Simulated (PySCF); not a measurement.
## Multinuclear NMR of C5H3F3O4

Geometry (Å), atoms numbered from 1 in this order:
```xyz
15

O     3.1695    0.6537   -0.9228
C     2.1087    0.2518   -0.5577
O     1.2559   -0.3556   -1.4038
C    -0.0063   -0.7481   -0.9002
C    -0.5526    0.3689   -0.0143
C    -1.9425    0.0133    0.5373
F    -2.4303    0.9642    1.3227
F    -2.8063   -0.1539   -0.4744
F    -1.9264   -1.1260    1.2273
O     0.2995    0.5462    1.0995
C     1.6375    0.4185    0.9061
O     2.3922    0.4648    1.8235
H    -0.6414   -0.9262   -1.7707
H     0.0846   -1.6723   -0.3137
H    -0.6463    1.3086   -0.5806
```

All values are calculated (PySCF 2.14): geometry: GFN2-xTB, PBE0/pcSseg-1 with gauge-including orbitals. Non-relativistic, averaged over atoms made equivalent by symmetry, fast rotation or ring inversion, no solvent, one conformer.

Question: Where does 19F resonate?

Answer: 
```csv
atoms,environment,σ (ppm),δ (ppm)
F7/F8/F9,fluorine of a CF3 group,263.2,-76.8
```

Shieldings were converted by a linear fit to measured shifts: 19F: δ = 146.13 − 0.903σ +14.6 on sp3 carbon (rms 6.0 ppm, 223 shifts, 7.0 ppm with the 5 outliers that the fit left out vs CFCl3, solution or neat liquid). A few per cent of atoms miss by over 2 rms, more outside the fitted compound classes.

On a 500 MHz spectrometer 19F resonates near 470.5 MHz, so 1 ppm is 470.5 Hz.

Question: What are the 17O shifts?

Answer: 
```json
{"atoms": "O12", "environment": "ester carbonyl oxygen", "σ (ppm)": "-153.6", "δ (ppm)": "406.7"}
{"atoms": "O1", "environment": "ester carbonyl oxygen", "σ (ppm)": "-152.0", "δ (ppm)": "405.1"}
{"atoms": "O10", "environment": "ester alkoxy oxygen", "σ (ppm)": "114.7", "δ (ppm)": "162.3"}
{"atoms": "O3", "environment": "ester alkoxy oxygen", "σ (ppm)": "130.8", "δ (ppm)": "147.5"}
```

Shieldings were converted by a linear fit to measured shifts: 17O (scatter 10.7 ppm rms, 12.2 ppm with the 3 outliers that the fit left out vs liquid water, solution or neat liquid). A few per cent of atoms miss by over 2 rms, more outside the fitted compound classes.

On a 400 MHz spectrometer 17O resonates near 54.2 MHz, so 1 ppm is 54.2 Hz.
